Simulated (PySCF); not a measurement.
C₂H₇MgNO (SMILES C[N](C)[Mg][OH]), singlet, geometry from GFN2-xTB (such geometries of metal compounds can be far from the true shape); CAMB3LYP/6-31G, polarisability run with PySCF.

Here is a job for PySCF.
```python
from pyscf import gto, scf, dft
from pyscf.prop import polarizability

mol = gto.M(
    atom='''
Mg    0.28127382    0.64091694   -1.04204100
O     1.84991306    0.96613139   -0.41869814
H     2.71250343    1.35780111   -0.49743233
N    -0.91319110   -0.40873840    0.07165394
C    -1.21366878    0.24860502    1.31424671
C    -0.40578288   -1.73163651    0.31435016
H    -1.97766872   -0.33173794    1.84794564
H    -0.33959216    0.34001289    1.97916562
H    -1.60741060    1.24656560    1.11269086
H     0.50879236   -1.73949642    0.92914514
H    -1.16930472   -2.31315135    0.84745737
H    -0.19286223   -2.22069064   -0.63805393
''',
    basis='6-31g',
    verbose=4,
)

mf = dft.RKS(mol)
mf.xc = 'camb3lyp'
mf.kernel()
alpha = mf.Polarizability().polarizability()[2, 2]
print('alpha_zz =', alpha)
```

Question: Predict the main parts of the log of this PySCF run.

Answer: 
```
site-packages/pyscf/prop/efg/rhf.py:45: UserWarning: Module EFG is under testing
  warnings.warn('Module EFG is under testing')
site-packages/pyscf/prop/efg/dhf.py:30: UserWarning: Module EFG is under testing
  warnings.warn('Module EFG is under testing')
site-packages/pyscf/prop/zfs/uhf.py:40: UserWarning: Module ZFS is under testing
  warnings.warn('Module ZFS is under testing')
site-packages/pyscf/prop/gtensor/uhf.py:43: UserWarning: Module g-tensor is under testing
  warnings.warn('Module g-tensor is under testing')
site-packages/pyscf/prop/gtensor/uks.py:41: UserWarning: Module g-tensor is under testing
  warnings.warn('Module g-tensor is under testing')
site-packages/pyscf/prop/hfc/uks.py:35: UserWarning: Module HFC is under testing
  warnings.warn('Module HFC is under testing')
site-packages/pyscf/prop/magnetizability/rhf.py:39: UserWarning: Module magnetizability is under testing
  warnings.warn('Module magnetizability is under testing')
site-packages/pyscf/prop/magnetizability/uhf.py:37: UserWarning: Module magnetizability is under testing
  warnings.warn('Module magnetizability is under testing')
site-packages/pyscf/prop/magnetizability/rks.py:37: UserWarning: Module magnetizability is under testing
  warnings.warn('Module magnetizability is under testing')
site-packages/pyscf/prop/magnetizability/uks.py:39: UserWarning: Module magnetizability is under testing
  warnings.warn('Module magnetizability is under testing')
site-packages/pyscf/prop/polarizability/uhf.py:34: UserWarning: Module polarizability is under testing
  warnings.warn('Module polarizability is under testing')
site-packages/pyscf/prop/polarizability/rks.py:29: UserWarning: Module polarizability is under testing
  warnings.warn('Module polarizability is under testing')
site-packages/pyscf/prop/polarizability/uks.py:29: UserWarning: Module polarizability is under testing
  warnings.warn('Module polarizability is under testing')
PySCF version 2.14.0

[INPUT] verbose = 4
[INPUT] num. atoms = 12
[INPUT] num. electrons = 46
[INPUT] charge = 0
[INPUT] spin (= nelec alpha-beta = 2S) = 0
[INPUT] symmetry False subgroup None
[INPUT] Mole.unit = angstrom
[INPUT] Symbol           X                Y                Z      unit          X                Y                Z       unit  Magmom
[INPUT]  1 Mg     0.281273820000   0.640916940000  -1.042041000000 AA    0.531530485810   1.211157485194  -1.969172100568 Bohr   0.0
[INPUT]  2 O      1.849913060000   0.966131390000  -0.418698140000 AA    3.495829037656   1.825723727445  -0.791224813465 Bohr   0.0
[INPUT]  3 H      2.712503430000   1.357801110000  -0.497432330000 AA    5.125888594643   2.565872229530  -0.940010869204 Bohr   0.0
[INPUT]  4 N     -0.913191100000  -0.408738400000   0.071653940000 AA   -1.725681078390  -0.772403632593   0.135406322346 Bohr   0.0
[INPUT]  5 C     -1.213668780000   0.248605020000   1.314246710000 AA   -2.293501600135   0.469795400992   2.483566342011 Bohr   0.0
[INPUT]  6 C     -0.405782880000  -1.731636510000   0.314350160000 AA   -0.766818509237  -3.272318751198   0.594035709613 Bohr   0.0
[INPUT]  7 H     -1.977668720000  -0.331737940000   1.847945640000 AA   -3.737252245919  -0.626893851727   3.492111152684 Bohr   0.0
[INPUT]  8 H     -0.339592160000   0.340012890000   1.979165620000 AA   -0.641736176449   0.642531240922   3.740080976955 Bohr   0.0
[INPUT]  9 H     -1.607410600000   1.246565600000   1.112690860000 AA   -3.037565803723   2.355667580304   2.102680986707 Bohr   0.0
[INPUT] 10 H      0.508792360000  -1.739496420000   0.929145140000 AA    0.961478214671  -3.287171828461   1.755829844571 Bohr   0.0
[INPUT] 11 H     -1.169304720000  -2.313151350000   0.847457370000 AA   -2.209665676961  -4.371222536168   1.601462331544 Bohr   0.0
[INPUT] 12 H     -0.192862230000  -2.220690640000  -0.638053930000 AA   -0.364456794473  -4.196497116985  -1.205747180402 Bohr   0.0

nuclear repulsion = 208.448127044137
number of shells = 41
number of NR pGTOs = 162
number of NR cGTOs = 63
basis = 6-31g
ecp = {}

******** <class 'pyscf.dft.rks.RKS'> ********
method = RKS
initial guess = minao
damping factor = 0
level_shift factor = 0
DIIS = <class 'pyscf.scf.diis.CDIIS'>
diis_start_cycle = 1
diis_space = 8
diis_damp = 0
SCF conv_tol = 1e-09
SCF conv_tol_grad = None
SCF max_cycles = 50
direct_scf = True
direct_scf_tol = 1e-13
XC library pyscf.dft.libxc version 7.1.2
    S. Lehtola, C. Steigemann, M. J. T. Oliveira, and M. A. L. Marques,  SoftwareX 7, 1–5 (2018)
XC functionals = camb3lyp
    T. Yanai, D. P. Tew, and N. C. Handy,  Chem. Phys. Lett. 393, 51 (2004)
radial grids:
    Treutler-Ahlrichs [JCP 102, 346 (1995); DOI:10.1063/1.469408] (M4) radial grids

becke partition: Becke, JCP 88, 2547 (1988); DOI:10.1063/1.454033
pruning grids: <function nwchem_prune>
grids dens level: 3
symmetrized grids: False
atomic radii adjust function: <function treutler_atomic_radii_adjust>
small_rho_cutoff = 0
Set gradient conv threshold to 3.16228e-05
Initial guess from minao.
tot grids = 143456
init E= -410.672786131165
  HOMO = -0.249929925779731  LUMO = -0.120455106306257  gap/eV = 3.52319
cycle= 1 E= -410.110193147918  delta_E= 0.563  |g|= 0.927  |ddm|= 3.02
  HOMO = -0.104802402633773  LUMO = -0.0122268802080403  gap/eV = 2.51911
cycle= 2 E= -409.699022561702  delta_E= 0.411  |g|= 1.66  |ddm|= 1.91
  HOMO = -0.191888475305913  LUMO = -0.0471973523006539  gap/eV = 3.93725
cycle= 3 E= -410.291509920394  delta_E= -0.592  |g|= 0.146  |ddm|= 1.22
  HOMO = -0.231745242355986  LUMO = -0.04856630546318  gap/eV = 4.98455
cycle= 4 E= -410.294417226158  delta_E= -0.00291  |g|= 0.11  |ddm|= 0.239
  HOMO = -0.213069767813109  LUMO = -0.0463059077568795  gap/eV = 4.53788
cycle= 5 E= -410.297132212285  delta_E= -0.00271  |g|= 0.00882  |ddm|= 0.104
  HOMO = -0.212643012530613  LUMO = -0.0454752948182624  gap/eV = 4.54887
cycle= 6 E= -410.297203155032  delta_E= -7.09e-05  |g|= 0.00499  |ddm|= 0.0274
  HOMO = -0.21285259733538  LUMO = -0.0452873662652729  gap/eV = 4.55968
cycle= 7 E= -410.297237731093  delta_E= -3.46e-05  |g|= 0.00191  |ddm|= 0.0194
  HOMO = -0.213042055511829  LUMO = -0.0454093057689609  gap/eV = 4.56152
cycle= 8 E= -410.297257819667  delta_E= -2.01e-05  |g|= 0.000804  |ddm|= 0.0224
  HOMO = -0.213118538908726  LUMO = -0.0454221311531482  gap/eV = 4.56325
cycle= 9 E= -410.297261584882  delta_E= -3.77e-06  |g|= 0.000107  |ddm|= 0.0133
  HOMO = -0.213117939991251  LUMO = -0.0454330417268292  gap/eV = 4.56294
cycle= 10 E= -410.297261617542  delta_E= -3.27e-08  |g|= 3.84e-05  |ddm|= 0.0011
  HOMO = -0.213114783533007  LUMO = -0.0454344726355063  gap/eV = 4.56281
cycle= 11 E= -410.29726161867  delta_E= -1.13e-09  |g|= 4.32e-06  |ddm|= 0.000153
  HOMO = -0.213114230965129  LUMO = -0.0454341521462438  gap/eV = 4.56281
cycle= 12 E= -410.297261618702  delta_E= -3.17e-11  |g|= 1.74e-06  |ddm|= 2.19e-05
  HOMO = -0.213114254432729  LUMO = -0.045434157528077  gap/eV = 4.56281
Extra cycle  E= -410.297261618703  delta_E= -1.36e-12  |g|= 1.74e-06  |ddm|= 5.13e-06
converged SCF energy = -410.297261618703
Isotropic polarizability 50.6742180315
Polarizability anisotropy 8.53199623086
alpha_zz = 56.3178498348556
```
